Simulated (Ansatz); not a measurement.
Stepwise reaction of `N[Si@@H](Cl)[Si@@H](N)Cl` with water, as a gas-phase model of exchange steps in deposition or etching. ΔE in kJ/mol.

Computed with Ansatz on PBE0-D4/def2-TZVP structures; ΔE is electronic, products minus reactants. CBS: MP2 limit from def2 TZ/QZ plus the TZ coupled-cluster correction, frozen cores. This one scheme is used for every species. Functionals use def2-TZVPP. B3LYP here is the variant with VWN-RPA as its local correlation; programs differ in this. One conformer a species, not always the lowest.

| step | reaction | PBE-D4 | B3LYP-D4 | ωB97M-V | CCSD(T)/CBS |
| --- | --- | --- | --- | --- | --- |
| 2 | `N[Si@H](Cl)[Si@@H](N)O` + H₂O → `N[Si@H](O)[Si@H](N)O` + HCl | 24.2 | 18.1 | 18.4 | 19.5 |

Problem. Give the row of step 1, `N[Si@@H](Cl)[Si@@H](N)Cl` + H₂O → `N[Si@H](Cl)[Si@@H](N)O` + HCl. (Estimate.)

Solution. Computed: 
| step | reaction | PBE-D4 | B3LYP-D4 | ωB97M-V | CCSD(T)/CBS |
| --- | --- | --- | --- | --- | --- |
| 1 | `N[Si@@H](Cl)[Si@@H](N)Cl` + H₂O → `N[Si@H](Cl)[Si@@H](N)O` + HCl | 15.4 | 9.8 | 9.7 | 12.9 |

Problem. By hand: ΔE of the 2 steps together at CCSD(T)/CBS.

Solution. (12.9) + (19.5) = 32.4 kJ/mol, or 16.2 kJ/mol a step.

In ΔE each step is higher than the one before. All are uphill at CCSD(T)/CBS. PBE-D4 differs from CCSD(T)/CBS by 2.5 to 4.7 kJ/mol a step. Isolated molecules leave out the surface, adducts and barriers. Largest T1 diagnostic: 0.012.
